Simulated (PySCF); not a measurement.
C₂H₆N₂OSi, SMILES N[Si@@H]1COC=N1. Atoms are numbered in the order given.

```xyz
12

N      2.1274     0.2009     0.6465
Si     0.7292     0.3947    -0.3393
C     -0.8228     0.9571     0.6431
O     -1.7751    -0.1117     0.4161
C     -1.2675    -1.0788    -0.3935
N     -0.1017    -1.0657    -0.8964
H      2.1186    -0.4335     1.4400
H      3.0495     0.2365     0.2231
H      1.1379     1.2755    -1.4627
H     -1.2756     1.8965     0.2886
H     -0.6617     1.0493     1.7294
H     -2.0144    -1.8735    -0.5460
```
Charge 0, spin multiplicity 1.

Geometry: B3LYP-D3(BJ)/def2-SVP. The structure was generated by enumeration; whether it is a known compound was not checked. The values are those of a single conformer.

Two levels are set side by side: PBE/pcSseg-1 (PySCF) and PBE0/pcSseg-1 (PySCF). GIAO shifts against H2O (¹⁷O), NH3 (¹⁵N), TMS (²⁹Si), TMS (¹H), TMS (¹³C) at the same level; non-relativistic, no solvent, atoms listed together averaged. Differences are taken from unrounded values.

```csv
quantity,PBE0,PBE,PBE minus PBE0
δ(¹⁵N) of N1 (ppm),28.4,32.9,4.4
δ(²⁹Si) of Si2 (ppm),4.1,3.7,-0.4
δ(¹³C) of C3 (ppm),54.4,55.8,1.4
δ(¹⁷O) of O4 (ppm),213.8,236.4,22.5
δ(¹³C) of C5 (ppm),172.1,168.0,-4.1
δ(¹⁵N) of N6 (ppm),262.3,261.5,-0.8
δ(¹H) of H9 (ppm),5.42,5.61,0.18
δ(¹H) of H12 (ppm),7.46,7.40,-0.05
```

Rough cost on one machine, each run with all the roots and properties that it gave: PBE0 against PBE within a factor of 2.
